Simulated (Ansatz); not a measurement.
Mulliken charges of GaH$_{3}$S (`[SH][GaH2]`) from ωB97M-V/def2-TZVPP in Ansatz (PBE0-D4/def2-TZVP geometry).

```tsv
atom	x (Å)	y (Å)	z (Å)	charge (e)
S1	0.039	-1.453	0.684	-0.270
Ga2	-0.329	0.433	-0.383	0.204
H3	1.264	-1.108	1.113	0.119
H4	-1.711	0.532	-1.098	-0.027
H5	0.787	1.522	-0.358	-0.026
```

Question: By hand: the dipole of these point charges (1 e Å = 4.8032 D).

Answer: Σ q r = (0.099, 0.295, -0.091) e Å, of length 0.324 e Å = 1.56 D.

Question: How does the dipole of the full density compare? (Best estimate.)

Answer: The calculation gave: (0.108, 0.210, -0.047) e Å, 1.16 D; the point charges give 1.34 times that, at 10° from its direction.

Point charges leave out the atoms' own dipoles, such as those of lone pairs, and Mulliken's split depends on the basis, so the two needn't agree.
